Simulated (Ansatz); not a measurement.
`C[N](C)[Al]([NH2])[NH2]`. The species carries charge 0 and has multiplicity 1.

Cartesian coordinates in Å:
```
C -1.6231 0.3930 0.9400
N -0.2721 0.4584 0.4474
C 0.4517 1.5801 0.9857
Al 0.4227 -0.7122 -0.6947
N -0.6387 -1.8295 -1.5679
N 2.1740 -0.7569 -0.9561
H -2.1417 -0.4839 0.5443
H -2.2082 1.2827 0.6597
H -1.6543 0.3222 2.0383
H 1.4624 1.6281 0.5724
H 0.5405 1.5266 2.0819
H -0.0422 2.5356 0.7507
H -0.3256 -2.6449 -2.0669
H -1.6349 -1.7297 -1.6627
H 2.8619 -0.3370 -0.3545
H 2.6275 -1.2327 -1.7175
```

Task: What are the harmonic wavenumbers in cm⁻¹ at PBE0-D4/def2-TZVP (Ansatz, finite differences of forces, unscaled)? (An estimate is asked.)

Result: Computed: 62, 124, 151, 190, 235, 239, 245, 278, 299, 307, 320, 328, 346, 587, 614, 674, 813, 878, 1034, 1094, 1118, 1169, 1232, 1319, 1440, 1467, 1470, 1476, 1501, 1520, 1565, 1573, 2963, 2970, 2994, 3004, 3100, 3101, 3623, 3624, 3711, 3711.

Task: Is this a minimum?

Result: Yes, all 42 modes are real.

Task: Give the ideal-gas thermochemistry at 298.15 K and 1 bar (rigid rotor, harmonic oscillator; point group C2, symmetry number 2).

Result: Zero-point energy 349.7 kJ/mol; H(298) − E = 379.0 kJ/mol; entropy 393.6 J/(mol·K), of which translation 166.7, rotation 110.4, vibration 116.5; G(298) − E = 261.7 kJ/mol. Modes under 100 cm⁻¹ are hindered rotations or soft bends, so the harmonic entropy is rough.
